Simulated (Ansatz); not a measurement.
Stepwise reaction of `[NH2][Ta]([NH2])([OH])=[S]` with hydrogen chloride, as a gas-phase model of exchange steps in deposition or etching. ΔE in kJ/mol; ΔG adds harmonic PBE0-D4 terms to CCSD(T)/CBS, at 1 bar.

Gas-phase electronic energies from Ansatz, PBE0-D4/def2-TZVP geometries. CBS: MP2 limit from def2 TZ/QZ plus the TZ coupled-cluster correction, frozen cores. This one scheme is used for every species. Functionals use def2-TZVPP. B3LYP here is the variant with VWN-RPA as its local correlation; programs differ in this. def2 core potentials past Kr. For Ta outer-core shells are correlated without core-valence functions, which leaves a few kJ/mol of doubt a bond. Each species was taken in one conformer, which may not be the lowest.

```csv
step,reaction,PBE-D4,B3LYP-D4,ωB97M-V,CCSD(T)/CBS,ΔG(500 K)
1,`[NH2][Ta]([NH2])([OH])=[S]` + HCl → `[NH2][Ta]([OH])(=[S])[Cl]` + NH₃,-82.7,-81.8,-80.5,-81.5,-67.8
```

(1) Give the row of step 2, `[NH2][Ta]([OH])(=[S])[Cl]` + HCl → `[OH][Ta](=[S])([Cl])[Cl]` + NH₃. (Estimate.)

(2) By hand: ΔE of the 2 steps together at CCSD(T)/CBS.

## Answers

(1) The calculation gave: 
```
step                                                              reaction  PBE-D4  B3LYP-D4  ωB97M-V  CCSD(T)/CBS  ΔG(500 K)
   2  `[NH2][Ta]([OH])(=[S])[Cl]` + HCl → `[OH][Ta](=[S])([Cl])[Cl]` + NH₃   -62.4     -61.0    -59.4        -60.7      -52.5
```

(2) (-81.5) + (-60.7) = -142.2 kJ/mol, or -71.1 kJ/mol a step.

In ΔE each step is higher than the one before. All are downhill at CCSD(T)/CBS. ΔG lies between -67.8 and -52.5 kJ/mol a step. PBE-D4 differs from CCSD(T)/CBS by -1.7 to -1.2 kJ/mol a step. Isolated molecules leave out the surface, adducts and barriers. Largest T1 diagnostic: 0.020.
